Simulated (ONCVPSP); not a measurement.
**Before and after: ONCV potential for hafnium**

- Element: Hf (Z = 72)
- Generator: ONCVPSP 4.0.1
- Type: optimised norm-conserving Vanderbilt (ONCV)
- Functional: PBEsol
- Relativity: scalar-relativistic
- Frozen core: [Kr] 4d10 4f14
- Valence charge: 12
- Reference configuration: 5s2 5p6 5d2 6s2
- Partial waves: 5s+6s: rc 2.20 bohr, ncon 5, nbas 10, qcut 5.8 1/bohr, 2 projectors; 5p: rc 2.05 bohr, ncon 4, nbas 7, qcut 8.5 1/bohr, 1 projector; 5d: rc 2.30 bohr, ncon 5, nbas 10, qcut 6.2 1/bohr, 2 projectors, debl 2.8 Ha
- Local potential: polynomial inside 1.30 bohr (lpopt 5, dvloc0 4 Ha)
- Core correction: Teter function, fcfact 2.75, rcfact 1.7

Change: s: rc 1.68.

Cutoffs: the cutoffs (Ha) at which the residual kinetic energy of the hardest occupied pseudo-wave falls to 1 and 0.1 mHa per electron; they do not see the model core or the augmentation charge, which bear on the density cutoff. Errors are all-electron minus pseudo energies relative to the spin-unpolarised reference configuration.

What does the change do?

The potential gets harder (18 Ha and 23 Ha → 18 Ha and 91 Ha); of the 3 tests that both files solve, the error grows in 0 and shrinks in 2 by more than 15 % and 0.3 meV (median size 16.1 → 11.4 meV); neither file shows a bound ghost. A smaller radius makes the pseudo-wave follow the all-electron one further in, where it bends more sharply, so more plane waves are needed.

```tsv
quantity	base	changed
cutoff, loose	18 Ha	18 Ha
cutoff, tight	23 Ha	91 Ha
loose cutoff by channel	s 11 Ha, p 18 Ha, d 12 Ha	s 17 Ha, p 18 Ha, d 12 Ha
bound ghosts	none	none
GHOST(+) flags under 300 eV	none	s at 223.7 eV
tests with a reliable result	3 of 4	3 of 4
error for 5s2 5p6 5d2 6s1, meV [ΔE 8.01 eV]	-4.5	-3.8
error for 5s2 5p6 5d2 6s0, meV [ΔE 22.17 eV]	-16	-11
error for 5s2 5p6 5d1 6s2, meV [ΔE 6.54 eV]	-16	-15
p: phases at 2.08 bohr within 0.05 rad from the reference energy up to (Ha; the scan ends near 5)	0.5	0.5
d: phases at 2.33 bohr within 0.05 rad from the reference energy up to (Ha; the scan ends near 5)	to the end of the scan	to the end of the scan
rms error of d²Exc/dni dnj with the model core, mHa	1.08	0.76
```
